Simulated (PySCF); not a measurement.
Trends in electronic spectra. Computed with TDDFT wB97X-D/def2-SVPD, vertical, gas phase, core orbitals frozen in the response in PySCF. Geometries: GFN2-xTB; one conformer of each isolated species. Triplets are in the Tamm–Dancoff approximation. Ions are computed without counter-ions or solvent.

Problem. Rank by computed lowest triplet energy, lowest first.
A. `C[Si+]([SiH2]Cl)C(F)F`
B. `CO[SiH2]OCC(Cl)Cl`
C. `c1(CN)ccncc1`
D. `C=C/N=C\[C@H](C)C#N`
E. `CNc1cccnc1`
F. `NNc1ccccc1`

Solution. A (2.68 eV), D (3.38 eV), E (3.71 eV), F (4.00 eV), C (4.38 eV), B (6.58 eV).

```
               SMILES  T1 (eV)  HOMO (eV)  S1 (eV)  α (au)  gap (eV)    S1 mainly
C[Si+]([SiH2]Cl)C(F)F     2.68     -14.92     3.15    88.7      7.91    H→L (93%)
  C=C/N=C\[C@H](C)C#N     3.38      -8.80     4.32    82.7      9.22    H→L (86%)
           CNc1cccnc1     3.71      -7.74     4.71    85.7      8.96    H→L (93%)
           NNc1ccccc1     4.00      -7.70     4.90    86.9      9.24    H→L (88%)
           NCc1ccncc1     4.38      -8.99     5.06    82.6      9.88  H-1→L (60%)
    CO[SiH2]OCC(Cl)Cl     6.58     -10.10     7.15    94.9     11.73  H-1→L (41%)
```

H and L stand for HOMO and LUMO.

- `C[Si+]([SiH2]Cl)C(F)F`: Löwdin shares by element: HOMO silicon 30%, chlorine 25%, carbon 16% or more (atoms not listed hold the other 30%); LUMO silicon 70%, carbon 18%.
- `C=C/N=C\[C@H](C)C#N`: Löwdin shares by element: HOMO carbon 52% or more, nitrogen 32% or more (atoms not listed hold the other 16%); LUMO carbon 48% or more, nitrogen 24% or more (atoms not listed hold the other 28%).
- `CNc1cccnc1`: Löwdin shares by element: HOMO carbon 38% or more, nitrogen 30% or more (atoms not listed hold the other 32%); LUMO carbon 54% or more, nitrogen 21% or more (atoms not listed hold the other 25%).
- `NNc1ccccc1`: Löwdin shares by element: HOMO carbon 39% or more, nitrogen 27% or more (atoms not listed hold the other 34%); LUMO carbon 71% or more (atoms not listed hold the other 29%).
- `NCc1ccncc1`: Löwdin shares by element: HOMO nitrogen 59%, carbon 15% or more (atoms not listed hold the other 26%); LUMO carbon 44% or more, nitrogen 21% or more (atoms not listed hold the other 35%).
- `CO[SiH2]OCC(Cl)Cl`: Löwdin shares by element: HOMO oxygen 35%, silicon 18%, hydrogen 13% or more (atoms not listed hold the other 35%); LUMO chlorine 60%, carbon 19% or more (atoms not listed hold the other 21%).
